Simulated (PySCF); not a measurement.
SMILES CS[SiH2][SiH2]C=O (C2H8OSSi2) (GFN2-xTB optimised geometry):

```
14

C      2.025     2.457     0.091
S      1.954     0.643     0.043
Si    -0.187     0.370     0.029
Si    -0.547    -1.908     0.000
C     -2.463    -1.908     0.000
O     -3.074    -0.866     0.000
H      1.538     2.815     0.993
H      3.074     2.733     0.098
H      1.538     2.863    -0.791
H     -0.667     1.087     1.216
H     -0.656     1.119    -1.142
H     -0.144    -2.677    -1.183
H     -0.142    -2.710     1.160
H     -3.026    -2.863    -0.001
```

Method: PySCF with PBE/def2-TZVP.

What are the frontier orbital energies and the dipole moment?

HOMO-2 -7.18 eV, HOMO-1 -5.76 eV, HOMO -5.55 eV, LUMO -2.88 eV, LUMO+1 -1.55 eV; dipole moment 0.61 D.

Meta-Löwdin charges at PBE/def2-TZVP: C1 -0.41, S2 -0.18, Si3 0.31, Si4 0.28, C5 0.07, O6 -0.34, H7 0.13, H8 0.14, H9 0.13, H10 -0.07, H11 -0.07, H12 -0.05, H13 -0.05, H14 0.08.
